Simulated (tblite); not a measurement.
C7H11FOS.
Numbering: `[CH2:1]=[C:2]([F:3])[C@H:4]1[CH2:5][CH2:6][S@:7](=[O:8])[CH2:9][CH2:10]1` (hydrogens: H11, H12 on C1; H13 on C4; H14, H15 on C5; H16, H17 on C6; H18, H19 on C9; H20, H21 on C10)

Computed geometry: GFN2-xTB, gas phase.

Q: Give the optimised bond lengths and angles.

A: 
```tsv
bond	length (pm)	order
C1=C2	132.0	double
C2–F3	135.8	single
C2–C4	150.1	single
C4–C5, C4–C10	153.8	single
C5–C6, C9–C10	151.5	single
C6–S7, S7–C9	185.3	single
S7=O8	146.6	double
C1–H11	107.3	single
C1–H12	107.5	single
C4–H13	109.5	single
C5–H14, C10–H21	109.3	single
C5–H15, C10–H20	109.4	single
C6–H16, C9–H19	108.6	single
C6–H17, C9–H18	109.0	single
```

Bonds in one row agree within 1 pm and their mean is given. Orders are formal, as drawn. A selection of angles:
```tsv
angle	degrees
C1–C2–F3	118.0
C1–C2–C4	126.4
F3–C2–C4	115.6
C2–C4–C5	112.9
C5–C4–C10	110.9
C4–C5–C6	114.3
C5–C6–S7	109.8
C6–S7–O8	105.6
C6–S7–C9	93.6
```

Torsions: C1–C2–C4–C5 117° (anticlinal); C2–C4–C5–C6 71° (synclinal); C4–C5–C6–S7 66° (synclinal); C5–C6–S7–O8 45° (synclinal); C6–S7–C9–C10 62° (synclinal); S7–C9–C10–C4 -66° (synclinal); C2–C4–C10–C9 -71° (synclinal).

Of the pairs four or more bonds apart, F3···H19 is among the closest relative to their van der Waals radii: 2.32 Å, 87 % of the sum of Bondi's values. The 6 C–C bonds span 1.320 Å (C1=C2, drawn double) to 1.538 Å (C4–C10, drawn single), a spread of 0.218 Å. S7 (sulfinyl sulfur) is pyramidal (angles 105.6°, 105.6° and 93.6°, sum 304.8°, 0.75 Å off the plane of its three neighbours). The 6-membered ring C4–C5–C6–S7–C9–C10 has internal angles of 93.6° to 114.3°; it is puckered, 0.29 Å rms from its mean plane, widest ring torsion 66°.

Point group: Cs (every atom within 0.08 Å of its image). Its GFN2-xTB frequencies are all real (lowest 34 cm⁻¹). One conformer, not necessarily the lowest.
